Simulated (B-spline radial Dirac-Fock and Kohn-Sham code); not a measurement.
Elastic electron scattering at 1.5 keV, S to Sr

Calculated with a radial B-spline solver, using relativistic (Dirac) partial waves in the static field of the Dirac-Fock atom with Furness-McCarthy exchange, without polarisation or absorption potentials. σ_tr1 and σ_tr2 weight the cross section with 1 − P₁ and 1 − P₂ of cos θ; "backward" is the share scattered beyond 90°.

```csv
Z,element,σ (a₀²),σ_tr1 (a₀²),σ_tr2 (a₀²),backward (%),dσ/dΩ at 90° (a₀²/sr)
16,S,3.89,0.315,0.558,2.2,0.0198
17,Cl,3.88,0.343,0.598,2.5,0.0214
18,Ar,3.82,0.371,0.636,2.8,0.0229
19,K,5.14,0.401,0.680,2.3,0.0242
20,Ca,6.09,0.433,0.727,2.1,0.0255
21,Sc,5.97,0.463,0.764,2.4,0.0268
22,Ti,5.78,0.492,0.798,2.6,0.0281
23,V,5.56,0.521,0.827,3.0,0.0293
24,Cr,4.79,0.547,0.846,3.7,0.0305
25,Mn,5.14,0.576,0.876,3.7,0.0316
26,Fe,4.93,0.603,0.894,4.2,0.0326
27,Co,4.74,0.629,0.909,4.6,0.0335
28,Ni,4.55,0.654,0.920,5.1,0.0343
29,Cu,3.94,0.677,0.918,6.3,0.0348
30,Zn,4.21,0.702,0.931,6.2,0.0353
31,Ga,4.73,0.728,0.947,5.8,0.0356
32,Ge,5.06,0.755,0.964,5.7,0.0359
33,As,5.27,0.782,0.981,5.7,0.0361
34,Se,5.39,0.808,0.999,5.7,0.0362
35,Br,5.45,0.835,1.02,5.9,0.0364
36,Kr,5.46,0.862,1.03,6.1,0.0366
37,Rb,7.03,0.890,1.06,4.9,0.0370
38,Sr,8.21,0.920,1.09,4.3,0.0374
```
